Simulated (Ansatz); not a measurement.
Species: H3Ge, SMILES `[GeH3]` (charge 0, multiplicity 2).

**Question.** Give a relaxed geometry from B3LYP-D3(BJ)/def2-TZVP run with Ansatz (a quantum-chemistry and plane-wave program).

**Answer.** the end point of this relaxation (outside a Z-matrix the atoms follow the SMILES, hydrogens last).
Bonded distances (Å): Ge1–H2 1.543, Ge1–H3 1.543, Ge1–H4 1.543. Bond angles (°): H2–Ge1–H3 110.7, H2–Ge1–H4 110.7, H3–Ge1–H4 110.7.
